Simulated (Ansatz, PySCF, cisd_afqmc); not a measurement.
Species: InF, charge 0, singlet. InF (SMILES [F][In]).
B3LYP-D3(BJ)/def2-TZVP minimum from Ansatz (a quantum-chemistry and plane-wave program):
```xyz
2

In     0.0000     0.0000    -0.3120
F      0.0000     0.0000     1.6989
```

Atomisation energy term by term, kcal/mol (programs: Ansatz, cisd_afqmc). UHF or UKS for unpaired electrons; spin-orbit terms are left out. Cores are frozen in correlated methods (noble-gas shells, and filled d and f shells in the p block). Past Kr the def2 sets carry scalar-relativistic core potentials. AFQMC is phaseless with a CISD trial state; ± is one standard error, without the phaseless bias. Outlying blocks are dropped, and bars are widened where a walk drifts. Over all cases where full CI ran beside it in this data, AFQMC minus full CI had a median of +0.1 mEh and passed +0.4 mEh in a tenth of the cases. CBS(X,Y): correlation extrapolated as X^-3, Hartree-Fock from the larger set. A bracket is a step between two methods taken in the basis named. Where a partner has so few electrons that a lower coupled-cluster level is exact, that level stands in. Spin-orbit terms, left out, reach several kcal/mol for Br and I, and more for heavier atoms.

```json
[
 {"term": "Hartree-Fock", "basis": "def2-QZVPP", "kcal/mol": "84.95"},
 {"term": "CCSD correlation", "basis": "CBS(def2-TZVPP,def2-QZVPP)", "kcal/mol": "41.85"},
 {"term": "(T)", "basis": "CBS(def2-TZVPP,def2-QZVPP)", "kcal/mol": "4.07"},
 {"term": "CCSDT(Q) - CCSD(T)", "basis": "def2-QZVPP", "kcal/mol": "-0.02"},
 {"term": "CCSDTQ - CCSDT(Q)", "basis": "def2-SVP", "kcal/mol": "-0.08"},
 {"term": "minus zero-point energy", "basis": "Hessian by PySCF at B3LYP-D3(BJ)/def2-TZVP", "kcal/mol": "-0.74"},
 {"term": "sum: D0", "basis": "", "kcal/mol": "130.0"}
]
```

The step beyond CCSD(T) by other levels: CCSDTQ in def2-SVP 0.34; AFQMC/CISD in def2-SVP 0.49 ± 0.17; CCSDT(Q) in def2-SVP 0.41; CCSDT(Q) in def2-TZVPP 0.06 kcal/mol.
